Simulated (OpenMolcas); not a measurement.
**F5+: from CASSCF to CASPT2**

```yaml
Program: OpenMolcas
Basis: ANO-L-VDZP [3s2p1d]
Scalar_Hamiltonian: non-relativistic, point nucleus
Active_space: 2 electrons in 8 orbitals (2s 2p 3s 3p)
State_averaging: 2S+1 = 3 even, 3 roots (0 in the spin-orbit step); 2S+1 = 1 even, 1 root; 2S+1 = 3 odd, 3 roots; 2S+1 = 1 odd, 3 roots
Spin-orbit_coupling: state interaction with AMFI integrals over the reference wave functions, term energies averaged over their components
```

Methods on the same reference wave functions:
A. CASSCF
B. SS-CASPT2, IPEA 0.25 Eh, imaginary shift 0.1 Eh (closed shells correlated: 1s)

Energies in cm-1 above 2s2 1S0, the measured ground level; measured values from Moore, Atomic Energy Levels, vol. I, NSRDS-NBS 35 (1971 reprint of NBS Circular 467, 1949).

| Level | A | B | Measured |
| --- | --- | --- | --- |
| 2s2 1S0 | 0.0 | 0.0 | 0.0 |
| 2s 2p 3P* 0 | 109237 | 108290 |  |
| 2s 2p 3P* 1 | 109454 | 108507 | 96861 |
| 2s 2p 3P* 2 | 109891 | 108944 | 97437 |
| 2s 2p 1P* 1 | 207225 | 200336 |  |

Deviations, from unrounded energies. A percentage is the sum of absolute deviations over the sum of measured energies, with the sign that they share, or ± where signs differ.

| Against measurement | Levels | A | B |
| --- | --- | --- | --- |
| mean absolute deviation (cm-1) | 2 | 13000 | 12000 |
| other configurations (%) | 2 | +12.9 | +11.9 |

B lies closest to measurement on these levels. The largest miss of B in the table is 2s 2p 3P* 1, by +12000 cm-1. The ranking rests on the paired levels alone, and a cruder setting can come out closer through cancelling errors.

The lowest spin-free term lies below A's lowest term by 0.001 hartree in B.

Active for correlation alone: 3p 3s; no level in the range computed is led by a configuration that fills them, so any true level of that kind is missing. The basis is small and was not contracted for so high a charge. Computed and measured levels are paired by configuration, term and J; levels that our copy of the source lacks, or whose pairing is in doubt (as where it misses far off the trend of its configuration), stay unpaired and out of the deviations. Levels of configurations outside the active space are missing.

* marks odd parity.
